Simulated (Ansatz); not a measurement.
Molecule: C3H2F3 (charge -1, singlet). It need not be the lowest isomer of its formula. Whether it binds its extra electron was not tested at this geometry. 
Coordinates optimised at B3LYP-D3(BJ)/def2-TZVP (Ansatz, a program for electronic structure):
SMILES: FC(F)([C-]=C)F
```xyz
8

C      2.0877    -0.0147    -0.1346
C      1.0270     0.7184     0.2226
C     -0.2775     0.0872     0.0518
F     -0.9799    -0.0162     1.2333
F     -0.3784    -1.2295    -0.4661
F     -1.1051     0.7915    -0.7961
H      3.1034     0.3787    -0.0407
H      2.0443    -1.0364    -0.5386
```
Charge -1, spin multiplicity 1.

Total electronic energies in hartree. Correlated levels leave the core frozen unless marked. Spin-orbit coupling is left out. Non-relativistic. Basis-set limits of correlation are two-point, X^-3; Hartree-Fock from the larger set. [CCSD(T)-MP2]/basis is that difference in the basis named.

| level | program | energy (Eh) |
|---|---|---|
| PBE0-D3(BJ)/def2-TZVP | Ansatz + dftd3 | -414.77174 |
| r2SCAN0-D4/def2-TZVPD | Ansatz + dftd4 | -414.95308 |
| r2SCAN0/def2-TZVPD | Ansatz | -414.95145 |
| wB97X-V/def2-TZVPD | Ansatz | -415.06466 |
| MP2/CBS(aug-cc-pVTZ,aug-cc-pVQZ) | Ansatz | -414.6325 |
| RI-MP2/cc-pVTZ | Ansatz | -414.40931 |
| SCS-MP2/6-31G | Ansatz | -413.48916 |
| RI-MP2/CBS(aug-cc-pVTZ,aug-cc-pVQZ)+[CCSD(T)-MP2]/aug-cc-pVQZ | Ansatz | -414.6879 |
| CCSD(T)/CBS(aug-cc-pVTZ,aug-cc-pVQZ) | Ansatz | -414.6837 |

Totals of different functionals don't rank their quality; only differences between species are comparable.
